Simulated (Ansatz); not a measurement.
C3H6OSi, SMILES C#C[Si@@H](C)O.

Geometry: r2SCAN-D4/def2-SVP. The structure was generated by enumeration; whether it is a known compound was not checked. The values are those of a single conformer.

Two levels are set side by side: PBE/def2-SVPD (Ansatz, a first-principles code) and CAM-B3LYP/def2-SVPD (Ansatz). Energy differences of separate SCF runs at the same geometry; the states with an electron removed or added have multiplicity 2 and 2. Differences are taken from unrounded values.

```
quantity                           CAM-B3LYP
---------------------------------  ---------
vertical ionisation energy (eV)        10.42
vertical singlet–triplet gap (eV)       5.07
```

### Question
What does PBE give, and how far is it from CAM-B3LYP? (An estimate is asked for; the answer gives what the named calculation found.)

### Answer

```json
[
 {"quantity": "vertical ionisation energy (eV)", "PBE": "9.76", "PBE minus CAM-B3LYP": "-0.66"},
 {"quantity": "vertical singlet–triplet gap (eV)", "PBE": "5.02", "PBE minus CAM-B3LYP": "-0.05"}
]
```
